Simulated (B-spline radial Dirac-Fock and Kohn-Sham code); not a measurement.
## Ca¹⁸⁺: scattering cross sections and density moments

System: the Ca¹⁸⁺ ion, 1s2.

The run's input, task.json:

```json
{"items": [{
  "Z": 20,
  "q": 18,
  "cfg": [[1, 0, 2]],
  "A": 40,
  "rrms": 3.4776,
  "do": ["scatter"],
  "s": [0.0, 0.05, 0.1, 0.15, 0.2, 0.25, 0.3, 0.35, 0.4, 0.45, 0.5, 0.6, 0.7, 0.8, 0.9, 1.0, 1.1, 1.2, 1.4, 1.6, 1.8, 2.0, 2.5, 3.0, 3.5, 4.0, 5.0, 6.0],
  "pz": [0, 0.1, 0.15, 0.21, 0.31, 0.45, 0.66, 0.96, 1.4, 2.0, 3.0, 4.3, 6.3, 9.2, 13.0, 20.0, 28.0, 41.0, 60.0, 88.0, 130.0],
  "hv_scatter": [1000, 2000, 5000, 8047.8, 10000, 17479.3, 30000, 50000]
}]}
```

Run with: `python xray_run.py task.json out`

The computed values come from a B-spline atomic structure program: relativistic Hartree-Fock (Dirac-Fock) wave functions, averaged over the configuration.

- Sum of ⟨r⟩: 0.1518 bohr
- Sum of ⟨r²⟩: 0.01543 bohr²
- Sum of ⟨1/r⟩: 39.793 per bohr
- Langevin diamagnetic susceptibility: -0.0122 × 10⁻⁶ cm³/mol
- Lamb shielding (α²/3)Σ⟨1/r⟩: 706.3 ppm

Coherent scattering is the Thomson cross section weighted by f₀², without anomalous dispersion; incoherent scattering is Klein-Nishina weighted by S. The Lamb formula is the non-relativistic shielding expression. Electron correlation is left out. A dash stands where the photon energy is too low for the impulse approximation behind that column.

```tsv
hν (keV)	coherent (b)	incoherent (b)	incoherent per electron (b)
1	2.660	–	–
2	2.657	–	–
5	2.637	–	–
8.0478	2.599	–	–
10	2.566	–	–
17.4793	2.388	–	–
30	1.980	0.2942	0.147
50	1.338	0.5301	0.265
```
